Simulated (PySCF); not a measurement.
C₃H₆FNSi, SMILES C(C#N)C[SiH2]F. Atoms are numbered in the order given.

```xyz
12

N     -2.7402     1.0890    -0.2657
C     -2.1310     0.1095    -0.1591
C     -1.3201    -1.1036    -0.0177
C      0.0537    -0.8421     0.6333
Si     1.1610     0.3772    -0.2865
F      2.6600     0.2193     0.3382
H     -1.1961    -1.5440    -1.0216
H     -1.8993    -1.8338     0.5714
H     -0.0801    -0.4878     1.6690
H      0.6004    -1.7979     0.6986
H      1.2180     0.0192    -1.7304
H      0.7288     1.7836    -0.0985
```
Charge 0, spin multiplicity 1.

Geometry optimised at B3LYP-D3(BJ)/def2-SVP. The structure was generated by enumeration, and PubChem lists no compound with its InChIKey, so it may never have been made. The values are those of a single conformer.

Two levels are set side by side: PBE/pcSseg-1 (PySCF) and PBE0/pcSseg-1 (PySCF). GIAO shifts against CFCl3 (¹⁹F), NH3 (¹⁵N), TMS (²⁹Si), TMS (¹H), TMS (¹³C) at the same level; non-relativistic, no solvent, atoms listed together averaged. Differences are taken from unrounded values.

```tsv
quantity	PBE
δ(¹⁵N) of N1 (ppm)	307.2
δ(¹³C) of C2 (ppm)	121.7
δ(¹³C) of C3 (ppm)	14.8
δ(¹³C) of C4 (ppm)	14.7
δ(²⁹Si) of Si5 (ppm)	15.7
δ(¹⁹F) of F6 (ppm)	-249.2
```

**Question.** These are the PBE values. What does PBE0 give? (An estimate is asked for; the answer gives what the named calculation found.)

**Answer.** 
| quantity | PBE0 | PBE minus PBE0 |
|---|---|---|
| δ(¹⁵N) of N1 (ppm) | 311.0 | -3.8 |
| δ(¹³C) of C2 (ppm) | 125.8 | -4.1 |
| δ(¹³C) of C3 (ppm) | 13.7 | 1.1 |
| δ(¹³C) of C4 (ppm) | 13.0 | 1.7 |
| δ(²⁹Si) of Si5 (ppm) | 13.3 | 2.4 |
| δ(¹⁹F) of F6 (ppm) | -227.5 | -21.7 |

Rough cost on one machine, each run with all the roots and properties that it gave: PBE0 against PBE within a factor of 2.
